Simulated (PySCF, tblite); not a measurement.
Isomers of C7H13Al. Method: GFN2-xTB as coded in tblite; computed harmonic values from a numerical Hessian at the method's own geometry, unscaled. This tight-binding method is rough: wavenumbers can miss measured ones by several per cent, in bad cases by 10 to 20. Modes of hydrogen on aluminium can be 10 to 20 % off. One conformer each.

Electronic energies: PBE0-D3(BJ)/def2-SVP at its own geometries (PySCF, gas phase).

```
                       SMILES  electronic energy, lowest = 0 (kcal/mol)
        CC#[C][AlH][C](C)(C)C                                      18.6
        C#[C][AlH][C](C)(C)CC                                      26.4
     C1C[CH]([AlH][CH]2CC2)C1                                      23.9
C=C(C)[C@H]1C[CH2][AlH][CH2]1                                       0.0
  C1[CH2][AlH][C@@H](C2CC2)C1                                       5.6
        C=[CH][AlH][CH]1CCCC1                                       3.6
```

Problem. How do GFN2-xTB zero-point energies change the relative energies?

Solution. 
| SMILES | ZPE (kcal/mol) | of it from modes above 1550 cm⁻¹ | electronic (kcal/mol) | with ZPE, lowest = 0 (kcal/mol) | lowest mode (cm⁻¹) | rings |
| --- | --- | --- | --- | --- | --- | --- |
| C=C(C)[C@H]1C[CH2][AlH][CH2]1 | 108.5 | 56.1 | 0.0 | 0.0 | 28 | 1 |
| C=[CH][AlH][CH]1CCCC1 | 108.8 | 55.6 | 3.6 | 3.9 | 4 | 1 |
| C1[CH2][AlH][C@@H](C2CC2)C1 | 109.8 | 53.7 | 5.6 | 7.0 | 49 | 2 |
| CC#[C][AlH][C](C)(C)C | 106.8 | 56.8 | 18.6 | 16.9 | 14i | 0 |
| C1C[CH]([AlH][CH]2CC2)C1 | 109.0 | 53.6 | 23.9 | 24.5 | 6 | 2 |
| C#[C][AlH][C](C)(C)CC | 106.8 | 56.9 | 26.4 | 24.7 | 20 | 0 |

The zero-point energies span 3.0 kcal/mol, from `CC#[C][AlH][C](C)(C)C` to `C1[CH2][AlH][C@@H](C2CC2)C1`. Slightly imaginary modes are left out of the zero-point energy: `CC#[C][AlH][C](C)(C)C` 14.3i cm⁻¹. The order is unchanged.

Problem. And how do the electronic energies of GFN2-xTB itself compare?

Solution. `C=C(C)[C@H]1C[CH2][AlH][CH2]1` 0.0; `C=[CH][AlH][CH]1CCCC1` 1.3; `C1[CH2][AlH][C@@H](C2CC2)C1` 1.0; `CC#[C][AlH][C](C)(C)C` 13.7; `C1C[CH]([AlH][CH]2CC2)C1` 10.9; `C#[C][AlH][C](C)(C)CC` 20.2 kcal/mol, lowest = 0. Against the energies above, taken from the same isomer `C=C(C)[C@H]1C[CH2][AlH][CH2]1`, the largest difference is 13.0 kcal/mol. The two levels were optimised apart and needn't hold the same conformer.
